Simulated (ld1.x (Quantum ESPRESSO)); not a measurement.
Results of a calculation; reference values are marked as such.
# Potentials for helium compared

Generated with ld1.x 7.5 (TM, RRKJ, ultrasoft, PAW), atompaw 4.2 or ONCVPSP 4.0.1. The cutoff is in Ry: for ld1.x and atompaw files where the sum of valence levels is converged to 10 mRy in a Bessel basis, for ONCV files where the hardest occupied wave has 1 mHa per electron of residual kinetic energy. The error is the largest all-electron minus pseudo excitation energy over each file’s own four to seven test configurations (ionisations up to +4, promotions, holes and added fractions of an electron), all of which were solved. The labels leave out finer settings (local radius, basis sizes, second energies), which also bear on the numbers. Spin-polarised tests are not counted. The rows are a selection from randomly drawn settings: files with unsolved tests, undetermined cutoffs or missed reference levels are left out.

```tsv
potential	cutoff (Ry)	largest error (meV)	bound ghosts
TM, PBE, scalar-relativistic, rc 0.60 (s), local s, core correction no, reference 1s1	120	+4.9	none
PAW, PBE, non-relativistic, rc 0.80/0.85 (sp), local smoothed, core correction no, reference 1s1	50	-0.9	none
TM, LDA (PZ), non-relativistic, rc 0.85/0.65 (sp), local smoothed, core correction no, reference 1s2	80	+27	none
PAW, revPBE, non-relativistic, rc 0.45/0.45 (sp), local smoothed, core correction no, reference 1s1	140	0.0	none
PAW, Wu–Cohen, scalar-relativistic, rc 0.50/0.55 (sp), local smoothed, core correction no, reference 1s2	120	+0.5	none
```

Q: Fill in the row for He: TM semilocal, LDA (PZ), non-relativistic, rc 0.52/0.65 (sp), local p, core correction no, reference 1s1.

A: cutoff 140 Ry, largest error +2.2 meV, bound ghosts: none.
